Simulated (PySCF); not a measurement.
## Correlation energy of Au (gold, neutral)

[Xe] 4f14 5d10 6s1, 2S determinant. All numbers are calculated (PySCF 2.14, the spin-free X2C one-electron Hamiltonian (Gaussian nucleus), in ANO-RCC-VTZP (8s7p5d3f1g, 84 functions)). Frozen: [Kr] 4d10 4f14; 19 electrons correlated.

| level | correlation energy (mhartree) |
| --- | --- |
| CCSD | -546.30 |
| (T) | -19.51 |
| CCSD(T) | -565.81 |

Diagnostics: T1 = 0.014, D1 = 0.0644, largest double amplitude 0.023.

Question: Is a single reference adequate?

Answer: Yes, within this model without spin-orbit coupling: T1 lies below 0.03 and no double amplitude reaches 0.07.
